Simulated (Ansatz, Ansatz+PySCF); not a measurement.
```yaml
atoms:
  - { symbol: Ti, position_ang: [0.0000, 0.0000, -0.4199] }
  - { symbol: O, position_ang: [0.0000, 1.4317, 0.5774] }
  - { symbol: O, position_ang: [0.0000, -1.4317, 0.5774] }
```

RHF on singlet TiO2 was run in several spherical basis sets with Ansatz (development build ahead of 0.2.0). Caution: another spin multiplicity may lie lower; other spin multiplicities were not run. Caution for RHF: an unrestricted determinant lies well below; in another basis set an unrestricted determinant lies well below.

(1) Rank the basis sets by the total energy that they give, lowest first, with the distance from the lowest.
A. def2-TZVP
B. cc-pVTZ
C. 6-31G(d)
D. cc-pVDZ
E. def2-SVP

Answers

(1) B (0.00 eV), A (0.35 eV), D (1.43 eV), C (4.18 eV), E (8.89 eV).

Totals follow the description of the cores as much as that of the bonds, so this order isn't one of quality for chemistry.
